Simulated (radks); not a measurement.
Effect of the nuclear size on neutral chlorine, [Ne] 3s2 3p5. Method: Dirac Kohn-Sham, PBE, spin-unpolarised, spherical densities, finite nucleus; open shells are shared between the two j in proportion to 2j + 1; Fermi nuclear charge, rms radius 3.3654 fm; computed with a radial shooting solver on a logarithmic mesh with Libxc functionals. The rms radius is varied about that value; shifts are against it.

rms radius (fm)  total energy shift (eV)  density at nucleus (e/bohr^3)  1s1/2 shift (meV)  2s1/2 shift (meV)
2.938                           -0.00334                           3603              -1.40             -0.103
3.2543                         -0.000911                           3595             -0.383             -0.028
3.3654                                 0                           3593              0.000              0.000
3.5606                           0.00167                           3589              0.703              0.052
3.739                            0.00328                           3586               1.38              0.101

Slopes of the eigenvalues against <r^2> in GHz/fm^2, as finite differences over the two radii next to the reference (eigenvalue slopes, not the field-shift constants of lines): 1s1/2 126, 2s1/2 9.23.
